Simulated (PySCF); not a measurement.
## KCl⁻: from constants to spectrum

UHF-CCSD(T) constants of KCl⁻, ²Σ⁺ (doublet), unpaired electrons σ ↑ (PySCF, no relativity, basis sets K def2-SVPD, Cl def2-SVPD; masses 38.9637 and 34.9689 u):

* ωe: 204.6 cm⁻¹
* ωexe: 1.43 cm⁻¹
* Be: 0.10885 cm⁻¹
* αe: 0.000947 cm⁻¹
* D (centrifugal): 1.23e-07 cm⁻¹
* De to K + Cl⁻: 1.33 eV

Give the vibrational terms G(v) and spacings up to v = 6.

G(v) = ωe(v+½) − ωexe(v+½)².

| v | G(v) (cm⁻¹) | G(v) − G(v−1) | Bv (cm⁻¹) |
| --- | --- | --- | --- |
| 0 | 101.9 |  | 0.1084 |
| 1 | 303.7 | 201.7 | 0.1074 |
| 2 | 502.6 | 198.9 | 0.1065 |
| 3 | 698.6 | 196.0 | 0.1055 |
| 4 | 891.7 | 193.2 | 0.1046 |
| 5 | 1082.0 | 190.3 | 0.1036 |
| 6 | 1269.5 | 187.4 | 0.1027 |

How well does the Morse estimate ωe²/(4ωexe) reproduce De, and what is D0?

It gives 0.91 eV, 68 % of the computed De. D0 = De − G(0) = 1.33 − 0.01 = 1.32 eV.

Correlated steps freeze 10 core orbitals. Correlated levels converge slowly with the basis: in double zeta they bind strong bonds too weakly, by up to about 1 eV, and carry superposition errors of some tenths. For an ion De counts to the pair picked by the measured ionisation energies or electron affinities, which need not be the lowest pair at this level. The state is the lowest determinant that a PBE0 search found; another state may lie lower at other levels.
